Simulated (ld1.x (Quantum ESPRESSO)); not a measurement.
# What one change does to a pseudopotential (Cs (Z = 55), TM)

| Quantity | Value |
| --- | --- |
| Element | caesium |
| Generator | ld1.x (Quantum ESPRESSO) 7.5 |
| Type | norm-conserving Troullier–Martins (Kleinman–Bylander form) |
| Functional | Wu–Cohen |
| Relativity | scalar-relativistic |
| Frozen core | [Xe] |
| Valence charge | 1 |
| Reference configuration | 5d0 6s1 6p0 |
| Partial waves | 6p (bound, empty): rc 3.90 bohr; 5d (bound, empty): rc 4.20 bohr; 6s (bound): rc 4.15 bohr |
| Local potential | the s channel |
| Core correction | Bessel-smoothed model core inside 2.60 bohr |

All-electron outer shells of the reference configuration (Wu–Cohen, scalar-relativistic, ld1.x):

```json
{"shell": "5s", "level (eV)": "-26.82", "outermost node (bohr)": "0.82", "outermost maximum (bohr)": "1.54"}
{"shell": "5p", "level (eV)": "-13.57", "outermost node (bohr)": "0.89", "outermost maximum (bohr)": "1.79"}
{"shell": "6s", "level (eV)": "-2.04", "outermost node (bohr)": "2.11", "outermost maximum (bohr)": "4.92"}
{"shell": "6p", "level (eV)": "-0.71", "outermost node (bohr)": "2.61", "outermost maximum (bohr)": "6.55"}
{"shell": "5d", "level (eV)": "-0.35", "outermost node (bohr)": "1.06", "outermost maximum (bohr)": "3.30"}
```

Change: all radii but the core radius scaled by about 1.27 (s 5.26, p 4.94, d 5.32 bohr).

Cutoffs: the cutoffs (Ry, on a coarse ladder) from which the occupation-weighted sum of valence levels, in a spherical-Bessel basis at the reference potential, stays within 10 and 1 mRy of its value at 400 Ry; they do not see the model core or the augmentation charge, which bear on the density cutoff. Errors are all-electron minus pseudo energies relative to the spin-unpolarised reference configuration.

Question: What does the change do?

Answer: Both files are so soft that the ladder of cutoffs tells neither apart; the bound ghost in p disappears; of the 4 tests that both files solve, the error grows in 1 and shrinks in 2 by more than 15 % and 0.3 meV (median size 4.9 → 2.3 meV).

```tsv
quantity	base	changed
cutoff, loose	6 Ry	6 Ry
cutoff, tight	6 Ry	6 Ry
bound ghosts	p	none
error for 5d0 6s0.5 6p0, meV [ΔE 1.42 eV]	-2.5	-2.2
error for 5d0 6s0 6p1, meV [ΔE 1.31 eV]	-10	-18
error for 5d1 6s0 6p0, meV [ΔE 1.63 eV]	-7.2	-2.4
error for 5d0.5 6s0.5 6p0, meV [ΔE 0.83 eV]	-2.4	-0.8
```

 A true bound ghost makes a file unfit for plane-wave use even where its test errors are small: the radial tests pick states by their node count and pass the ghost by.
